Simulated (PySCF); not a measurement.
Species: C7H5Cl3.
Geometry (PBE0-D3(BJ)/def2-SVP, Å), atoms numbered from 1 in this order:
```
atom  x, y, z in Å
C1     1.5638   -1.8470    0.9715
C2     0.8329   -0.8954    0.8097
C3    -0.0257    0.2596    0.6164
C4     0.5044    1.3946   -0.3298
C5    -0.7277    1.1539   -1.1605
C6    -1.1748    0.1623   -0.3784
C7    -2.3797   -0.7006   -0.3849
Cl8   -3.4636   -0.2397   -1.7156
Cl9   -1.9115   -2.4104   -0.5696
Cl10  -3.2386   -0.5060    1.1727
H11    2.2049   -2.6965    1.1165
H12   -0.3587    0.6494    1.5933
H13    0.5774    2.3846    0.1481
H14    1.4624    1.1556   -0.8155
H15   -1.1305    1.6265   -2.0579
```

All values: wB97X-D/def2-SVPD (PySCF, non-relativistic), on one gas-phase PBE0-D3(BJ)/def2-SVP geometry that isn't relaxed in the solvent. The solvent is an IEF-PCM continuum (van der Waals radii × 1.2), and excitations are vertical TDDFT with non-equilibrium linear response and a frozen core. The model holds no explicit solvent molecules, cavitation or dispersion.

Gas-phase singlets (H = HOMO, L = LUMO):

```json
{"state": "S1", "E (eV)": "6.247", "λ (nm)": "198", "f": "0.068", "leading configurations": "H→L 75%"}
{"state": "S2", "E (eV)": "6.343", "λ (nm)": "195", "f": "0.094", "leading configurations": "H-1→L 57%, H-2→L 13%"}
{"state": "S3", "E (eV)": "6.363", "λ (nm)": "195", "f": "0.034", "leading configurations": "H-2→L 20%, H-1→L+4 20%, H-2→L+4 10%"}
{"state": "S4", "E (eV)": "6.425", "λ (nm)": "193", "f": "0.002", "leading configurations": "H-2→L+1 32%, H→L+1 24%"}
{"state": "S5", "E (eV)": "6.469", "λ (nm)": "192", "f": "0.003", "leading configurations": "H-3→L+1 72%"}
```

Give the list for acetonitrile (ε = 35.69), n² = 1.81.

```csv
state,E (eV),λ (nm),f,leading configurations,change by rank (eV)
S1,6.190,200,0.225,H→L 77%,-0.057
S2,6.263,198,0.060,"H→L+1 52%, H-2→L+1 15%, H-1→L+1 10%",-0.080
S3,6.426,193,0.012,"H-1→L 31%, H-2→L 16%",+0.063
S4,6.437,193,0.001,"H-1→L 38%, H-2→L+4 13%, H-1→L+4 9%",+0.012
S5,6.528,190,0.001,H-3→L+1 72%,+0.059
```

How does the list change in water (ε = 78.36)?

| state | E (eV) | λ (nm) | f | leading configurations | change by rank (eV) |
| --- | --- | --- | --- | --- | --- |
| S1 | 6.190 | 200 | 0.219 | H→L 76% | -0.057 |
| S2 | 6.260 | 198 | 0.065 | H→L+1 52%, H-2→L+1 15%, H-1→L+1 10% | -0.083 |
| S3 | 6.429 | 193 | 0.012 | H-1→L 29%, H-2→L 16%, H-2→L+4 8% | +0.066 |
| S4 | 6.439 | 193 | 0.001 | H-1→L 40%, H-2→L+4 12%, H-1→L+4 8% | +0.014 |
| S5 | 6.530 | 190 | 0.001 | H-3→L+1 72% | +0.061 |

The ground-state energy changes by -0.220 eV from gas to water. By how much does the total energy of gas-phase S5 change?

E(S5) = E(S0) + excitation energy, so it changes by -0.220 + 0.061 = -0.159 eV: it is lowered less than the ground state, which is what a blue shift means. This is the vertical state, with the slow part of the continuum still set for S0.

How do the frontier levels move from gas to water?

```
orbital  gas (eV)  solvent (eV)  change (eV)                      Löwdin shares, gas                  Löwdin shares, solvent
 LUMO+2      1.56          1.52        -0.04  Cl8 37 %, C7 26 %, Cl10 10 %, Cl9 10 %  Cl8 38 %, C7 28 %, Cl10 10 %, Cl9 10 %
 LUMO+1      0.91          0.81        -0.10  Cl9 28 %, C7 23 %, Cl8 23 %, Cl10 22 %  Cl9 31 %, C7 24 %, Cl8 21 %, Cl10 20 %
   LUMO      0.57          0.64        +0.07    C5 25 %, C6 18 %, Cl10 17 %, C7 14 %    C5 24 %, Cl10 20 %, C7 16 %, C6 16 %
   HOMO     -9.66         -9.61        +0.05      C1 27 %, C2 25 %, C6 12 %, C5 10 %      C6 23 %, C5 19 %, C1 14 %, C2 13 %
 HOMO-1     -9.79         -9.84        -0.05        C1 34 %, C2 32 %, C3 8 %, C6 6 %        C1 34 %, C2 31 %, C3 8 %, C6 7 %
 HOMO-2     -9.95         -9.94        +0.01      C6 19 %, C5 17 %, C1 16 %, C2 16 %       C1 28 %, C2 27 %, C6 10 %, C5 9 %
 HOMO-3    -10.65        -10.83        -0.18           Cl9 38 %, Cl10 32 %, Cl8 29 %           Cl9 34 %, Cl10 34 %, Cl8 31 %
```

The HOMO–LUMO gap goes from 10.23 to 10.25 eV. Rows go by rank; for HOMO-2, HOMO-1 and HOMO the atom shares or the degeneracy differ between the runs, so the row needn't follow one orbital.

Rough CPU time on one thread of a shared machine: about 90 s. This is the whole response run at wB97X-D/def2-SVPD in water, SCF included.

wB97X-D is run here without its empirical dispersion term; that term would change no orbital, density or response property at a fixed geometry.
